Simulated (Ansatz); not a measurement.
Basis sets compared for the cluster Nb₄⁺. Charge 1, multiplicity 2. Geometry PBE-D4/def2-SVP. Ansatz on 4 threads of Arm Neoverse V1 on a shared host; times are rough, and most runs start from earlier orbitals.

```xyz
4

Nb   -1.171    0.922   -0.417
Nb   -0.312   -0.510    1.433
Nb    0.182   -1.249   -0.895
Nb    1.301    0.838   -0.121
```

In the def2 sets Nb takes a core potential; there is no spin–orbit coupling. At PBE0-D4/def2-SVP, PBE0-D4/def2-TZVP the charge 1 doublet is spin-contaminated (final ⟨S²⟩ up to 0.92, 0.75 for a pure state). The structure comes from a short search, and lower isomers may exist.

| level | functions | energy (Eh) | HOMO (eV) | LUMO (eV) | wall time |
| --- | --- | --- | --- | --- | --- |
| PBE-D4/def2-SVP | 124 | -227.6480 | -8.04 | -7.76 | 9 s |
| PBE0-D4/def2-SVP | 124 | -227.4337 | -8.63 | -6.57 | 16 s |

(1) Estimate the rows for PBE-D4/def2-TZVP, PBE0-D4/def2-TZVP.

## Answers

(1) 
```tsv
level	functions	energy (Eh)	HOMO (eV)	LUMO (eV)	wall time
PBE-D4/def2-TZVP	160	-227.7136	-7.99	-7.71	17 s
PBE0-D4/def2-TZVP	160	-227.4996	-8.56	-6.49	21 s
```
